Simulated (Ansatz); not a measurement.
Geometry optimisation, RHF/def2-SVP (Ansatz).

Input file:

```yaml
crystal:
  periodic: [false, false, false]
  atoms:
    - { symbol: Hf, position_ang: [0.0, 0.0, 0.0] }
    - { symbol: Cl, position_ang: [0.0, 0.0, 2.87] }
    - { symbol: Cl, position_ang: [2.3764, 0.0, -0.8392] }
    - { symbol: F, position_ang: [-0.9326, 1.6157, -0.6593] }
    - { symbol: F, position_ang: [-0.9326, -1.6157, -0.6593] }
    - { symbol: Si, position_ang: [1.5261, 2.3015, 0.9176] }
    - { symbol: H, position_ang: [2.6492, 1.848, 1.7329] }
    - { symbol: H, position_ang: [2.0303, 3.0429, -0.2347] }
    - { symbol: H, position_ang: [0.6658, 3.1701, 1.7157] }
    - { symbol: H, position_ang: [0.8807, 1.3281, 2.2944] }
basis:
  gaussian: { orbitals: def2-SVP }
hamiltonian:
  xc: hf
relax:
  f_tol: 0.15
  max_steps: 25
  restrain:
    - { distance: [0, 5], at: 3.81, k: 30.0 }
    - { distance: [9, 1], at: 2.57, k: 30.0 }
    - { distance: [0, 1], at: 2.52, k: 30.0 }
    - { distance: [9, 5], at: 1.46, k: 30.0 }
output:
  orbitals: {}
```

Command:

```bash
$ ansatz run input.yaml --threads 2 --pin off --max-ram 3072MiB --backend cpu --events-out ev --progress --plain --runs-dir out
```

Q: Where does it end, and by what steps?

A: The forces met the threshold. The restraints hold the end off the free minimum; the threshold counts their pulls, which the force column leaves out. Restrained pairs: Hf1–Si6 (2.91 → 3.81 Å), Cl2–H10 (1.69 → 2.59 Å), Hf1–Cl2 (2.87 → 2.47 Å), Si6–H10 (1.81 → 1.48 Å). After 7 steps the energy has fallen by 5.727 eV (the restraints' own energy left out); H10 moved furthest, 0.90 Å.

```json
{"step": "0", "energy less start (eV)": "0.0000", "largest force component (eV/Å)": "2.270", "accepted": "yes"}
{"step": "1", "energy less start (eV)": "-0.2343", "largest force component (eV/Å)": "3.724", "accepted": "yes"}
{"step": "2", "energy less start (eV)": "-1.2244", "largest force component (eV/Å)": "4.909", "accepted": "yes"}
{"step": "3", "energy less start (eV)": "-3.1378", "largest force component (eV/Å)": "2.614", "accepted": "yes"}
{"step": "4", "energy less start (eV)": "-4.6373", "largest force component (eV/Å)": "1.662", "accepted": "yes"}
{"step": "5", "energy less start (eV)": "-5.4009", "largest force component (eV/Å)": "1.477", "accepted": "yes"}
{"step": "6", "energy less start (eV)": "-5.7094", "largest force component (eV/Å)": "1.510", "accepted": "yes"}
{"step": "7", "energy less start (eV)": "-5.7273", "largest force component (eV/Å)": "1.398", "accepted": "yes"}
```

```xyz
10
Properties=species:S:1:pos:R:3
Hf -0.129 -0.310 0.036
Cl -0.275 -0.516 2.497
Cl 2.067 -0.467 -0.853
F -1.048 1.216 -0.625
F -1.073 -1.784 -0.692
Si 1.756 2.727 1.349
H 3.029 2.410 2.023
H 1.986 3.080 -0.066
H 1.043 3.813 2.051
H 0.906 1.521 1.418
```

Run time: 37 s on 2 threads of Intel(R) Xeon(R) Platinum 8259CL CPU @ 2.50GHz (Skylake/Cascade Lake), with other jobs on the host, peak memory 0.36 GiB.
